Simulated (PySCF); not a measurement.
Task: Write Cartesian coordinates for `FC([C@](CC)([C@H](C)C#N)F)F` as optimised with GFN2-xTB.

Result: 
```
atom  x, y, z in Å
C1     2.5363   -0.4624    0.3183
C2     1.1509   -0.0897    0.8388
C3     0.2048    0.3944   -0.2675
F4     0.7984    1.4996   -0.8682
C5     0.0742   -0.6606   -1.3855
F6    -1.0502   -0.5166   -2.1152
F7     0.0194   -1.9105   -0.8666
C8    -1.1571    0.8576    0.2991
C9    -2.0301   -0.2893    0.8173
C10   -1.8941    1.6109   -0.6989
N11   -2.4938    2.2191   -1.4558
H12    3.2013   -0.6413    1.1591
H13    2.9494    0.3459   -0.2805
H14    2.4995   -1.3679   -0.2817
H15    1.2466    0.7229    1.5624
H16    0.7043   -0.9497    1.3371
H17    0.9306   -0.6039   -2.0734
H18   -0.9391    1.5565    1.1179
H19   -2.9621    0.1155    1.2055
H20   -2.2715   -0.9876    0.0201
H21   -1.5265   -0.8260    1.6172
```

Orientation and origin are arbitrary. Atoms count from 1 in this order. Of the pairs four or more bonds apart, F6···C10 is among the closest relative to their van der Waals radii: 2.69 Å, 85 % of the sum of Bondi's values. The C–F distances run from 1.348 Å (C5–F6, drawn single) to 1.391 Å (C3–F4, drawn single), a spread of 0.043 Å. The C–C distances run from 1.451 Å (C8–C10, drawn single) to 1.546 Å (C3–C8, drawn single), a spread of 0.095 Å.

Bonds between heavy atoms (Å): C1–C2 1.526, C2–C3 1.534, C3–F4 1.391, C3–C5 1.543, C5–F6 1.348, C5–F7 1.354, C3–C8 1.546, C8–C9 1.532, C8–C10 1.451, C10≡N11 1.141.

Computed geometry: GFN2-xTB, gas phase.

Point group: C1 (no symmetry element, even within 0.4 Å). Stationary, but not proved a minimum. One conformer, not necessarily the lowest (C1–C2–C3–F4 -59°, C2–C3–C5–F6 158°, C2–C3–C8–C9 -71°).
